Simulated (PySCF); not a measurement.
## B: excitation energy

B [He] 2s2 2p1 (2P) → B [He] 2s2 3s1 (2S), as a difference of total energies. Computed with PySCF 2.14 in dyall-av2z (11s7p2d, 42 functions), with the non-relativistic Hamiltonian (point nucleus). Correlated levels: valence: 1s2 frozen; virtual orbitals above 40 to 60 times the deepest correlated orbital energy dropped. The calculations carry no spin-orbit coupling.

```csv
method,excitation energy (eV)
UHF,5.077
PBE,5.321
PBE0,5.332
r2SCAN,5.552
LC-wPBE,5.538
BHandHLYP,5.422
PBEsol,5.254
TPSSh,5.472
MP2 (valence),5.056
```

Q: Estimate what LDA gives.

A: 5.326 eV, closest to PBE among the rows shown.

Q: Estimate what SCS-MP2 (valence) gives.

A: 5.034 eV, closest to MP2 (valence) among the rows shown.

Errors of the correlated levels include the incompleteness of this basis and the frozen core.

The promoted electron is Rydberg-like, and one or two diffuse shells describe it only roughly, which tends to raise the upper state.

For comparison: 4.963 eV (measured; NIST levels, between the centres of gravity of the two terms).
